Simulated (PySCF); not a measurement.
SMILES [NH2][Ge]([NH2])([NH2])[F] (H6FGeN3), singlet, PBE0/def2-SVP optimised geometry.

```
11

N     -1.03     1.44     0.00
Ge    -0.39    -0.25     0.00
N      1.41    -0.25     0.00
N     -1.03    -1.17     1.42
F     -0.95    -1.05    -1.47
H     -1.86     1.60    -0.57
H     -0.33     2.14    -0.21
H      1.82    -0.93     0.63
H      1.86    -0.32    -0.91
H     -1.80    -0.71     1.89
H     -1.26    -2.14     1.25
```

Density from PBE0/def2-TZVP run with PySCF 2.14.0 at that geometry.

Minimum of the electron density along straight lines between bonded atoms, close to the bond critical point (lines longer than 1.1 times the sum of covalent radii, or with two minima, are not listed):

```csv
bond,length / Å,ρ at the minimum / e bohr⁻³,∇²ρ there / e bohr⁻⁵,position (fraction from the first atom)
N1–Ge2,1.810,0.150,0.46,0.53
Ge2–N3,1.809,0.150,0.46,0.47
Ge2–N4,1.810,0.150,0.46,0.47
Ge2–F5,1.758,0.135,0.75,0.48
N1–H6,1.016,0.331,-1.60,0.74
N1–H7,1.016,0.331,-1.59,0.74
N3–H8,1.016,0.331,-1.59,0.74
N3–H9,1.016,0.331,-1.60,0.74
N4–H10,1.016,0.331,-1.59,0.74
N4–H11,1.016,0.331,-1.60,0.74
```
